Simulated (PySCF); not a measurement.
silolane (C4H10Si), SMILES [SiH2]1CCCC1.

The structure is a stationary point at B3LYP-D3(BJ)/def2-SVP. One conformer was computed; it need not be the lowest.

All values below come from PBE/def2-TZVP (PySCF).

The molecule is in vacuum.

total energy: -447.62650 hartree
point group: C2
highest occupied level: -6.81 eV
lowest empty level: 0.04 eV
orbital gap: 6.85 eV
dipole moment: 0.82 D
quadrupole, principal values (traceless, Buckingham form, about the centre of nuclear charge): -2.38, 0.89, 1.49 D·Å
mean static polarisability: 74.9 bohr³ (11.10 Å³)
polarisability, principal values: 65.9, 74.8, 84.0 bohr³
